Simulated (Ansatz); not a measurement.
Consider the ligand exchange at the Si–O bond: `O[SiH](O)[O][GeH3]` + `[NH2][GeH3]` → `O[SiH](O)[NH][GeH3]` + `[OH][GeH3]`.

Program: Ansatz. Geometries: PBE0-D4/def2-TZVP. ΔE: electronic, gas phase. CCSD(T)/CBS adds triple-zeta CCSD(T) − MP2 to the extrapolated MP2 energy (def2 sets, frozen cores). Functionals use def2-TZVPP. For Ge outer-core shells are correlated without core-valence functions, which leaves a few kJ/mol of doubt a bond. Scalar relativity is left out up to krypton. One conformer a species, not always the lowest.

| level | ΔE (kJ/mol) | difference from CCSD(T)/CBS |
| --- | --- | --- |
| PBE-D4 | 47.4 | -4.9 |
| r2SCAN-D4 | 53.1 | 0.8 |
| ωB97X-V | 52.7 | 0.4 |
| ωB97M-V | 52.2 | -0.1 |
| B2PLYP | 55.6 | 3.3 |
| PBE | 49.3 | -3.0 |
| r2SCAN | 53.6 | 1.3 |
| HF/def2-TZVPP | 63.9 | 11.6 |
| SCS-MP2/def2-TZVPP | 54.4 | 2.1 |
| CCSD/def2-TZVPP | 54.6 | 2.3 |
| CCSD(T)/def2-TZVPP | 53.2 | 0.9 |
| HF/def2-QZVPP | 64.6 | 12.3 |
| MP2/def2-QZVPP | 51.9 | -0.4 |
| SCS-MP2/def2-QZVPP | 54.1 | 1.8 |
| MP2/CBS(def2) | 51.2 | -1.1 |
| CCSD/CBS(def2) | 53.7 | 1.4 |
| CCSD(T)/CBS | 52.3 | 0 |

Largest T1 diagnostic among the species: 0.012.

In def2-TZVPP, CCSD(T) changes the Hartree–Fock value by −10.6 kJ/mol (the triples alone add −1.3 kJ/mol) and MP2 by −11.8 kJ/mol. The D4 term adds −3.1 kJ/mol with B3LYP and −1.7 kJ/mol with PBE0; it sums over pairs of atoms, weighted by their polarisabilities, and B3LYP, whose exchange is more repulsive, gets the larger term.

B3LYP here is the variant with VWN-RPA as its local correlation; programs differ in this.
